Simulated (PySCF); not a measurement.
**WF3, quartet: data card**

Computed with PySCF, UPBE, basis W def2-SVP with ECP60, F def2-SVP (scalar-relativistic core potentials, no spin–orbit coupling, density fitting).

The structure is a minimum.

```
Point group                                                                   : D3h
Bond lengths                                                                  : W–F 1.883 Å (×3)
Bond angles                                                                   : F–W–F 120.0° (×3)
Spin squared ⟨S²⟩                                                             : 3.756
Atomisation energy without zero-point energy                                  : 1789 kJ/mol
Zero-point energy                                                             : 15.1 kJ/mol
Lowest empty level (β)                                                        : -3.77 eV
Rotational constants                                                          : 0.1669, 0.1669, 0.08343 cm⁻¹
Enthalpy at 298.15 K above 0 K                                                : 15.83 kJ/mol
Dipole moment                                                                 : 0.00 D
Highest occupied level (α)                                                    : -4.87 eV
Principal polarisabilities                                                    : 34.2, 34.2, 34.6 bohr³
Heat capacity Cp at 298.15 K                                                  : 67.8 J/(mol K)
Entropy at 298.15 K and 1 bar (electronic part: spin only)                    : 319.5 J/(mol K)
Principal quadrupole moments (Buckingham, traceless) about the centre of mass : -2.60, -2.60, 5.20 D Å
Rotational symmetry number                                                    : 6
```

Harmonic modes (masses in u: W 183.951, F 18.998):
| symmetry | ω (cm⁻¹) | IR (km/mol, summed over degenerate members) |
| --- | --- | --- |
| a2'' | 152 | 6.6 |
| e' | 158 | 7.6 |
| a1' | 683 | 0.0 |
| e' | 687 | 227 |

In D3h the vibrations span a2'' + 2e' + a1'. The a1' mode carries no infrared intensity, as symmetry demands.

Charges (e):
```csv
atom,Mulliken,Löwdin,polar tensor,spin (Mulliken),Mayer order to W1
W1,0.86,0.34,1.53,2.90,–
"F2,3,4",-0.29,-0.11,-0.51,0.03,1.15
```

Mulliken populations on W1 (electrons outside its core potential): s 2.62, p 6.26, d 4.15, f 0.11.

Outer orbital energies (eV). α occupied: -10.81, -10.18, -10.18, -10.16, -10.02, -6.30, -4.87, -4.87; empty: -2.37, -2.37, -1.09, -0.77. β occupied: -11.57, -11.57, -10.28, -10.28, -10.15, -10.15, -10.00, -9.85; empty: -3.77, -2.61, -2.61, -1.51.

Formally W is in oxidation state +3, d3, with 3 unpaired electrons (the high-spin count). The Mulliken spin on W is 2.90. The polar-tensor charge on W, 1.53, is far below the formal one.

This need not be the most stable arrangement of these atoms. With open d or f shells other occupations or spin states may lie lower. With an element this heavy the missing spin–orbit coupling can shift these numbers.

The final relaxation and frequency run took 39 s on 2 threads of a shared Arm Neoverse N1 host, with 74 basis functions and 8 gradients; the process peaked at 0.85 GiB.
